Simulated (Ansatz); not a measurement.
Ansatz (a quantum-chemistry and plane-wave program) job for C3H5ClSi, SMILES C#C[Si@@H](C)Cl, PBE-D3(BJ)/def2-SVP. 

Ansatz 0.2 input:
```yaml
crystal:
  periodic: [false, false, false]
  atoms:
    - {symbol: C, position_ang: [2.33078992, -1.56292299, 0.20605192]}
    - {symbol: C, position_ang: [1.31916362, -0.95506384, -0.09185899]}
    - {symbol: Si, position_ang: [-0.22061292, -0.07071914, -0.54477946]}
    - {symbol: C, position_ang: [-1.71324707, -1.12721002, -0.16757466]}
    - {symbol: Cl, position_ang: [-0.32650003, 1.68696510, 0.57192645]}
    - {symbol: H, position_ang: [3.22640052, -2.09587265, 0.46997791]}
    - {symbol: H, position_ang: [-0.15358578, 0.31614395, -1.97635769]}
    - {symbol: H, position_ang: [-2.64113553, -0.59081368, -0.42003352]}
    - {symbol: H, position_ang: [-1.73770772, -1.38543212, 0.90223287]}
    - {symbol: H, position_ang: [-1.67512916, -2.06118334, -0.75136614]}
basis:
  gaussian:
    orbitals: def2-SVP
hamiltonian:
  xc: pbe
  dispersion: d3bj
relax: {f_tol: 0.002, max_steps: 200}
```

Log of the run:

```
WARN ansatz: RAYON_NUM_THREADS=2 ignored (pool sized by the plan → 2); use --threads N
Functional definition: PBE
integrals: 0.05 GiB planned
1155 factors; their error is unknown
mean field: 0.27 GiB planned
mean field evaluation 1: about -23559.6922 eV, gradient 6.4e1 eV
mean field evaluation 2: about -23547.8238 eV, gradient 8.7e1 eV
mean field evaluation 4: about -23570.3451 eV, gradient 4.4e0 eV
mean field evaluation 8: about -23570.3934 eV, gradient 1.7e-1 eV
mean field evaluation 16: about -23570.3313 eV, gradient 2.9e-4 eV
mean field -23570.33127400 eV, -866.1936977752 hartree, gradient 5.9e-5 eV, S^2 0.000000; 0 other end points of the search recorded, 0 dependent functions left out
the calculation of the forces begins
reference -23570.33130884 eV, -866.1936990556 hartree; 27, 27 occupied and 76, 76 virtual orbitals, 1155 factors
relax step   1: F+E_penalty+E_count = -23570.57164591 eV  Δ(F+E_penalty+E_count) = +0.000e0 eV  max|allowed force component| = 8.783e-1 eV/Å  Δτ_max = 0.0000 Å  (28 SCF iters, accepted)
these checks for a lower state are left out or cut short: starts, cluster_reference, orbital_swaps, neighbouring_geometries, increment
integrals: 0.05 GiB planned
1155 factors; their error is unknown
mean field: 0.27 GiB planned
mean field -23570.34439047 eV, -866.1941797967 hartree, gradient 1.5e-5 eV, S^2 0.000000; 0 other end points of the search recorded, 0 dependent functions left out
the calculation of the forces begins
reference -23570.34442544 eV, -866.1941810818 hartree; 27, 27 occupied and 76, 76 virtual orbitals, 1155 factors
relax step   2: F+E_penalty+E_count = -23570.58393414 eV  Δ(F+E_penalty+E_count) = -1.229e-2 eV  max|allowed force component| = 6.655e-2 eV/Å  Δτ_max = 0.0166 Å  (30 SCF iters, accepted)
these checks for a lower state are left out or cut short: starts, cluster_reference, orbital_swaps, neighbouring_geometries, increment
integrals: 0.05 GiB planned
1155 factors; their error is unknown
mean field: 0.27 GiB planned
mean field -23570.34502200 eV, -866.1942030047 hartree, gradient 8.6e-6 eV, S^2 0.000000; 0 other end points of the search recorded, 0 dependent functions left out
the calculation of the forces begins
reference -23570.34505699 eV, -866.1942042906 hartree; 27, 27 occupied and 76, 76 virtual orbitals, 1155 factors
relax step   3: F+E_penalty+E_count = -23570.58439306 eV  Δ(F+E_penalty+E_count) = -4.589e-4 eV  max|allowed force component| = 1.544e-2 eV/Å  Δτ_max = 0.0041 Å  (23 SCF iters, accepted)
these checks for a lower state are left out or cut short: starts, cluster_reference, orbital_swaps, neighbouring_geometries, increment
integrals: 0.05 GiB planned
1155 factors; their error is unknown
mean field: 0.27 GiB planned
mean field evaluation 32: about -23570.4099 eV, gradient 1.4e-1 eV
mean field -23570.34507141 eV, -866.1942048207 hartree, gradient 4.8e-5 eV, S^2 0.000000; 0 other end points of the search recorded, 0 dependent functions left out
the calculation of the forces begins
reference -23570.34510641 eV, -866.1942061067 hartree; 27, 27 occupied and 76, 76 virtual orbitals, 1155 factors
relax step   4: F+E_penalty+E_count = -23570.58440139 eV  Δ(F+E_penalty+E_count) = -8.324e-6 eV  max|allowed force component| = 3.074e-3 eV/Å  Δτ_max = 0.0010 Å  (20 SCF iters, accepted)
these checks for a lower state are left out or cut short: starts, cluster_reference, orbital_swaps, neighbouring_geometries, increment
integrals: 0.05 GiB planned
1155 factors; their error is unknown
mean field: 0.27 GiB planned
mean field -23570.34507328 eV, -866.1942048895 hartree, gradient 4.8e-5 eV, S^2 0.000000; 0 other end points of the search recorded, 0 dependent functions left out
the calculation of the forces begins
reference -23570.34510828 eV, -866.1942061755 hartree; 27, 27 occupied and 76, 76 virtual orbitals, 1155 factors
relax step   5: F+E_penalty+E_count = -23570.58440214 eV  Δ(F+E_penalty+E_count) = -7.520e-7 eV  max|allowed force component| = 5.150e-4 eV/Å  Δτ_max = 0.0003 Å  (18 SCF iters, accepted)
integrals: 0.05 GiB planned
1155 factors; their error is unknown
mean field: 0.27 GiB planned
mean field -23570.34507328 eV, -866.1942048895 hartree, gradient 4.8e-5 eV, S^2 0.000000; 1 other end points of the search recorded, 0 dependent functions left out
the calculation of the forces begins
reference -23570.34510828 eV, -866.1942061755 hartree; 27, 27 occupied and 76, 76 virtual orbitals, 1155 factors
Total energy: -23570.58443713 eV, -866.2030013487 hartree
Atom 0 at     2.342526    -1.566890     0.208546 Å, force    -0.000415    -0.000515    -0.000299 eV/Å
Atom 1 at     1.320937    -0.953250    -0.090989 Å, force    -0.000485     0.000497     0.000399 eV/Å
Atom 2 at    -0.222736    -0.067475    -0.543208 Å, force    -0.000018    -0.000249    -0.000196 eV/Å
Atom 3 at    -1.719945    -1.128224    -0.166468 Å, force    -0.000138    -0.000276     0.000286 eV/Å
Atom 4 at    -0.326744     1.694965     0.573702 Å, force     0.000008     0.000266     0.000106 eV/Å
Atom 5 at     3.244801    -2.103452     0.473273 Å, force     0.000496     0.000135     0.000001 eV/Å
Atom 6 at    -0.153367     0.322084    -1.989057 Å, force    -0.000017    -0.000273     0.000162 eV/Å
Atom 7 at    -2.653150    -0.587617    -0.421333 Å, force     0.000247     0.000138    -0.000080 eV/Å
Atom 8 at    -1.744431    -1.389478     0.909895 Å, force     0.000164     0.000088    -0.000246 eV/Å
Atom 9 at    -1.679454    -2.066772    -0.756142 Å, force     0.000159     0.000190    -0.000132 eV/Å
Dipole moment:    -0.033106    -0.387849    -0.067721 e Å
```

The run converged.

Cost: very roughly 12 core-seconds.
